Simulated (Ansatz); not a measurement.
`[C-]#[N+]CCCCCCCCCC`. Total charge 0; singlet. Geometry PBE-D4/def2-SVP, basis def2-TZVP, Ansatz.

Cartesian coordinates in Å:
```
C 4.927 -2.921 -4.772
N 4.386 -2.091 -4.121
C 3.713 -1.127 -3.324
C 2.616 -1.747 -2.448
C 1.897 -0.703 -1.591
C 0.795 -1.297 -0.709
C 0.073 -0.264 0.159
C -1.033 -0.868 1.032
C -1.732 0.125 1.969
C -2.529 1.226 1.256
C -3.353 2.123 2.190
C -2.522 2.960 3.167
H 3.280 -0.355 -3.996
H 4.465 -0.608 -2.690
H 1.889 -2.272 -3.104
H 3.072 -2.527 -1.802
H 1.458 0.081 -2.249
H 2.638 -0.175 -0.948
H 0.053 -1.822 -1.352
H 1.233 -2.086 -0.056
H -0.351 0.527 -0.499
H 0.813 0.254 0.811
H -0.596 -1.692 1.639
H -1.792 -1.351 0.375
H -0.972 0.583 2.641
H -2.423 -0.437 2.636
H -3.212 0.748 0.519
H -1.841 1.865 0.658
H -4.071 1.491 2.761
H -3.979 2.802 1.571
H -1.792 3.600 2.627
H -1.947 2.327 3.873
H -3.164 3.629 3.775
```

```tsv
run	HOMO (eV)	LUMO (eV)
A	-8.03	0.21
B	-7.68	-0.20
C	-8.63	0.54
D	-7.01	-0.50
E	-7.44	-0.19
```

Task: The runs used B97M-V, PBE, PBE0, r2SCAN, r2SCANh. Estimate which is which.

Result: A r2SCANh (10 % exact exchange); B B97M-V (0 % exact exchange); C PBE0 (25 % exact exchange); D PBE (0 % exact exchange); E r2SCAN (0 % exact exchange). Exact exchange lowers occupied and raises empty levels; among semilocal functionals meta-GGAs tend to open the gap a little, and such runs are hard to tell apart. The gap grows from 6.51 eV (PBE) to 9.17 eV (PBE0).
